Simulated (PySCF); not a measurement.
# CsAl: frontier orbitals

M06-2X at R = 3.723 Å; Cs def2-SVP with ECP46, Al def2-SVP; scalar-relativistic core potentials (PySCF 2.14). State: ³Π (triplet), unpaired electrons σ ↑, π ↑. Only the outer orbitals are listed, counted within each symmetry, core potentials removing the inner ones.

| spin | orbital | occ. | ε (eV) | on Cs (%) | main shells (%) |
| --- | --- | --- | --- | --- | --- |
| α | 4σ | 1 | -31.28 | 100 | 100 Cs s |
| α | 2π | 1 | -16.38 | 100 | 100 Cs p |
| α | 2π | 1 | -16.35 | 100 | 100 Cs p |
| α | 5σ | 1 | -16.30 | 99 | 99 Cs p |
| α | 6σ | 1 | -8.98 | 5 | 95 Al s |
| α | 7σ | 1 | -3.58 | 49 | 49 Al p, 48 Cs s |
| α | 3π | 1 | -3.49 | 15 | 85 Al p, 8 Cs d |
| α | 8σ | 0 | -0.88 | 66 | 49 Cs s, 34 Al p, 15 Cs p |
| α | 3π | 0 | -0.76 | 33 | 67 Al p, 20 Cs p, 12 Cs d |
| α | 4π | 0 | 0.18 | 92 | 73 Cs p, 19 Cs d |
| β | 4σ | 1 | -31.22 | 100 | 100 Cs s |
| β | 2π | 1 | -16.39 | 100 | 100 Cs p |
| β | 2π | 1 | -16.35 | 100 | 100 Cs p |
| β | 5σ | 1 | -16.30 | 100 | 100 Cs p |
| β | 6σ | 1 | -7.80 | 7 | 93 Al s |
| β | 7σ | 0 | -1.81 | 99 | 101 Cs s |
| β | 3π | 0 | -1.11 | 61 | 39 Al p, 33 Cs d, 28 Cs p |
| β | 3π | 0 | -1.03 | 73 | 40 Cs d, 32 Cs p, 27 Al p |

Q: Which are the highest filled and the lowest empty level, where do they sit, and how wide is the gap?

A: Highest filled α 3π at -3.49 eV (in %: 85 Al p, 8 Cs d); lowest empty β 7σ at -1.81 eV (in %: 101 Cs s); the gap at M06-2X is 1.68 eV.

The bond order (Mayer) is 0.91, the ⟨S²⟩ is 2.002 and the charge on Cs (Mulliken, basis-dependent) is 0.25. The charge on Cs (Löwdin, basis-dependent) is 0.04 and the dipole moment (positive dipole means Cs(−)Al(+)) is -6.70 D.

Shares are Mulliken populations and can fall outside 0 to 100 %.

Spin–orbit coupling is left out. The state was picked by a PBE0 search and need not be the measured ground state.
